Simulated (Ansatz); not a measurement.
Z-matrix (Å, degrees):
```
Si
C 1 1.853
O 1 1.636 2 109.7
H 1 1.486 2 110.6 3 119.4
H 1 1.490 2 110.0 3 -120.8
C 2 1.330 1 123.1 3 -0.7
H 2 1.090 1 118.6 3 179.2
Si 3 1.633 1 145.9 2 -94.5
H 6 1.086 2 122.3 1 179.8
H 6 1.086 2 121.6 1 -0.4
H 8 1.486 3 109.5 1 104.6
H 8 1.484 3 109.0 1 -136.0
H 8 1.487 3 110.4 1 -15.6
```

Charge 0, multiplicity 1.

Problem. List the B3LYP/def2-TZVPP orbital energies in eV (Ansatz). (Estimate.)

Solution. Computed: Occupied: -1799.53, -1799.42, -520.60, -277.16, -276.75, -143.98, -143.86, -99.33, -99.28, -99.27, -99.23, -99.16, -99.15, -27.28, -21.02, -16.50, -15.60, -13.67, -12.77, -11.95, -11.38, -11.23, -10.53, -9.56, -9.23, -8.68, -8.32, -7.77. Lowest empty: -0.71, -0.24, 1.12, 1.21, 1.41, 1.49, 1.62, 1.84.

B3LYP here is the variant with VWN-RPA as its local correlation; programs differ in this.
